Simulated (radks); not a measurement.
Numerical settings for the thallium ion Tl+, [Hg]. Method: Dirac Kohn-Sham, PBEsol, spin-unpolarised, spherical densities, point nucleus; computed with a radial shooting solver on a logarithmic mesh with Libxc functionals. The defaults (mesh step 0.008 in ln r, mesh end at 40 bohr or more with all orbitals vanishing there, Anderson mixing 0.5 over 9 steps, residual threshold near 1e-9 with the energy settled to 1e-9 hartree or 1e-11 of itself, here a cap of 67 iterations) give E = -20283.159 hartree and 6s1/2 at -16.379 eV in 15 iterations. Run on one thread of a shared host, so times are rough (Intel(R) Xeon(R) Platinum 8488C): 0.31 s of CPU time, 0.31 s wall, 15 iterations on 2648 mesh points. One setting is changed at a time: mesh step in ln r 0.05; mesh step in ln r 0.2; mesh step in ln r 0.005; mesh end (bohr) 20; mesh end (bohr) 400; residual threshold 0.01; residual threshold 1e-16; mixing 1.5; linear mixing, mixing 0.5; linear mixing, mixing 0.2; mixing history 20; iteration cap 8. Which runs fail to converge, and which converge to a wrong energy?

Answer. Not converged within the cap: mesh step in ln r 0.2; residual threshold 1e-16; linear mixing, mixing 0.2; iteration cap 8. No run marked as converged misses the energy by more than 1 mhartree.
